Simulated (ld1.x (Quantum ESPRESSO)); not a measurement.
## Bi: one change to a PAW potential, before and after

| Quantity | Value |
| --- | --- |
| Element | bismuth (Bi) |
| Generator | ld1.x (Quantum ESPRESSO) 7.5 |
| Type | PAW |
| Functional | Wu–Cohen |
| Relativity | scalar-relativistic |
| Frozen core | [Xe] 4f14 5d10 |
| Valence charge | 5 |
| Reference configuration | 6s2 6p3 |
| Partial waves | 6s (bound): rcut 1.80, rcutus 1.90 bohr; 6s channel at 2 Ry: rcut 1.80, rcutus 1.90 bohr; 6p (bound): rcut 2.15, rcutus 2.85 bohr; 6p channel at 0.3 Ry: rcut 2.15, rcutus 2.85 bohr |
| Local potential | all-electron potential smoothed inside 1.45 bohr (lloc = -1) |
| Core correction | Bessel-smoothed model core, default radius (core density twice the valence density) |
| Augmentation charge | PSQ, inside the norm-conserving radii |

All-electron outer shells of the reference configuration (Wu–Cohen, scalar-relativistic, ld1.x):

```
shell  level (eV)  outermost node (bohr)  outermost maximum (bohr)
   5p      -95.81                   0.48                      0.86
   5d      -27.02                   0.51                      1.03
   6s      -14.53                   0.98                      1.88
   6p       -4.60                   1.14                      2.44
```

Change: all radii but the core radius scaled by about 1.04 (s 1.98, p 2.98 bohr, rcut 1.88/2.26); local potential all-electron potential smoothed inside 1.52 bohr (lloc = -1).

Cutoffs: the cutoffs (Ry, on a coarse ladder) from which the occupation-weighted sum of valence levels, in a spherical-Bessel basis at the reference potential, stays within 10 and 1 mRy of its value at 400 Ry; they do not see the model core or the augmentation charge, which bear on the density cutoff. Errors are all-electron minus pseudo energies relative to the spin-unpolarised reference configuration.

Question: How do hardness, ghosts and transferability respond?

Answer: The potential gets softer (8 Ry and 21 Ry → 8 Ry and 18 Ry); both files keep a bound ghost (d, p, s); the errors of the 7 common tests hardly move. A larger radius leaves more room for a smooth pseudo-wave, so fewer plane waves are needed.

```tsv
quantity	base	changed
cutoff, loose	8 Ry	8 Ry
cutoff, tight	21 Ry	18 Ry
loose cutoff by channel (10 mRy a level)	s 6 Ry, p 6 Ry	s 8 Ry, p 6 Ry
bound ghosts	s, p, d	s, p, d
error for 6s2 6p2, meV [ΔE 7.95 eV]	-15	-15
error for 6s2 6p1, meV [ΔE 23.26 eV]	-93	-93
error for 6s2 6p0, meV [ΔE 46.63 eV]	-322	-323
error for 6s0 6p5, meV [ΔE 20.58 eV]	-117	-130
error for 6s1 6p3, meV [ΔE 18.82 eV]	-75	-78
error for 6s1 6p0, meV [ΔE 92.14 eV]	-1090	-1090
error for 6s1 6p4, meV [ΔE 10.12 eV]	-30	-33
lowest overlap eigenvalue by channel	s 0.45, p 0.29	s 0.39, p 0.32
```

 A true bound ghost makes a file unfit for plane-wave use even where its test errors are small: the radial tests pick states by their node count and pass the ghost by.
